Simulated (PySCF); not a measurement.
# Threshold energies of InP in a plasma

CCSD(T) in PySCF with def2-TZVPPD on every atom (core potentials on In), for the lowest determinant that a PBE0 search found; no spin–orbit coupling.

```
species  state (unpaired electrons)  Re (Å)  ωe (cm⁻¹)  energy of the minimum from the neutral (eV)  De (eV)  dissociates to
    InP              triplet (π ↑↑)   2.642        257                                         0.00     1.75          In + P
   InP⁺         quartet (σ ↑, π ↑↑)   3.069       90.8                                         6.98     0.28         In⁺ + P
```

Work out the lowest energy to break InP into atoms, from its vibrational ground state.

D0 = De − ωe/2 = 1.75 − 0.02 = 1.73 eV (CCSD(T)/def2-TZVPPD).

Work out the ionisation energy of the In atom at this level and the threshold of dissociative ionisation.

IE(In) = 6.98 + 0.28 − 1.75 = 5.51 eV, so In⁺ + P + e⁻ appears at D0 + IE(In) = 7.24 eV (CCSD(T)/def2-TZVPPD). The measured IE(In) is 5.786 eV (NIST ASD).

These are thermodynamic thresholds; the onsets seen under electron impact lie higher where the geometry changes, and cross-sections peak well above them.

Correlated steps freeze 9 core orbitals. Weak bonds: InP⁺. Basis-set superposition, not corrected here, can be much of De in a small basis, most of all at correlated wavefunction levels. These are scalar-relativistic numbers at best; spin–orbit coupling would shift them, the dissociation energy most. For an ion De counts to the pair picked by the measured ionisation energies or electron affinities, which need not be the lowest pair at this level. States were picked by a PBE0 search and need not be the measured ground states.
